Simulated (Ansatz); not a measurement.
Born–Oppenheimer molecular dynamics of C$_{3}$H$_{13}$BSi$_{2}$ (19 atoms, charge 0, multiplicity 1). It starts from a relaxed structure.

Computed with RKS PBE0-D4/STO-3G (Ansatz).

```yaml
ensemble: NVT, Langevin thermostat
time_step: 0.5 fs
steps_asked: 100
set_temperature: 1000 K
friction: 0.01 /fs
seed: 559315
```

First frame:

```xyz
19
Properties=species:S:1:pos:R:3
B 1.363 1.617 -1.380
C 1.679 0.554 -0.325
Si 0.361 -0.800 -0.575
C 0.758 -2.180 0.631
Si -1.721 -0.004 -0.258
C -1.823 1.051 1.285
H 0.583 2.465 -1.159
H 1.826 1.554 -2.457
H 1.572 0.902 0.709
H 2.653 0.068 -0.448
H 0.503 -1.325 -1.916
H 0.695 -1.835 1.667
H 1.769 -2.566 0.469
H 0.060 -3.014 0.513
H -2.134 0.786 -1.395
H -2.651 -1.103 -0.137
H -1.151 1.912 1.220
H -2.837 1.433 1.435
H -1.548 0.481 2.178
```

(1) How far do the bonds stretch over the last three quarters of this one trajectory? (Pairs bonded in most of those frames.)

Results:

(1) 
```csv
bond,mean (Å),spread (Å),shortest,longest
B1–C2,1.558,0.026,1.52,1.60
B1–H7,1.198,0.072,1.07,1.31
B1–H8,1.184,0.035,1.13,1.25
C2–Si3,1.906,0.058,1.80,1.98
C2–H9,1.107,0.061,1.00,1.22
C2–H10,1.101,0.024,1.05,1.13
Si3–C4,1.890,0.026,1.85,1.93
Si3–Si5,2.248,0.041,2.19,2.34
Si3–H11,1.457,0.056,1.35,1.55
C4–H12,1.098,0.024,1.06,1.14
C4–H13,1.096,0.023,1.05,1.14
C4–H14,1.100,0.030,1.04,1.15
Si5–C6,1.930,0.093,1.78,2.06
Si5–H15,1.460,0.103,1.29,1.63
Si5–H16,1.458,0.056,1.34,1.55
C6–H17,1.100,0.022,1.06,1.14
C6–H18,1.101,0.032,1.05,1.15
C6–H19,1.100,0.015,1.07,1.13
```

Mean temperature of the second half: 664 K. The mean temperature of the second half is 34 % below the set value. A run of 0.05 ps of so small a system gives no equilibrium averages. Limits of this set-up: minimal basis.

The run took 5.6 min on 1 thread of Arm Neoverse V2 (shared host), peak memory 0.11 GiB.
